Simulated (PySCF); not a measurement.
Hexafluorophosphate, PF6 (charge -1).
Structure used (PBE0-D3(BJ)/def2-SVP), in Å, numbered top down from 1:
```xyz
7
PF6 angstrom
F      0.5974    0.4114    1.4550
P      0.0058   -0.0026   -0.0071
F      1.4227   -0.7204   -0.3769
F     -1.4108    0.7156    0.3632
F      0.5563    1.4016   -0.6281
F     -0.5441   -1.4067    0.6147
F     -0.5873   -0.4167   -1.4686
```

Computed with PySCF, PBE0-D3(BJ)/def2-SVP geometry optimisation, gas phase.

Task: Which atoms are bound to P2, and at what distances?

Result: 6 atoms: F7 1.631 Å, F1 1.631 Å, F4 1.631 Å, F3 1.631 Å, F5 1.631 Å, F6 1.631 Å.

Task: List the angles at P2.

Result: 
```csv
angle,degrees,distance of the outer atoms (Å)
F3–P2–F4,180.0,3.26
F5–P2–F6,180.0,3.26
F1–P2–F7,179.9,3.26
F3–P2–F7,90.1,2.31
F4–P2–F5,90.0,2.31
F6–P2–F7,90.0,2.31
F3–P2–F6,90.0,2.31
F1–P2–F5,90.0,2.31
F5–P2–F7,90.0,2.31
F1–P2–F3,90.0,2.31
F4–P2–F6,90.0,2.31
F1–P2–F4,90.0,2.31
F4–P2–F7,90.0,2.31
F3–P2–F5,90.0,2.31
F1–P2–F6,89.9,2.31
```

Task: What is the shape at P2?

Result: Octahedral: the three widest angles are 180.0°, 180.0° and 179.9°, the others run from 89.9° to 90.1°.

Task: What are the rotational constants (commonest isotopes, rigid rotor)?

Result: A = 2501, B = 2501, C = 2499 MHz: a spherical top.

Point group: Oh (tolerance 0.08 Å). Charge -1, singlet. Not checked by PBE0-D3(BJ)/def2-SVP frequencies.

Hardware: one thread of an Arm Neoverse V2 (shared host). Cost: 47 s, 0.43 GiB resident at most. That covers the optimisation of the geometry.
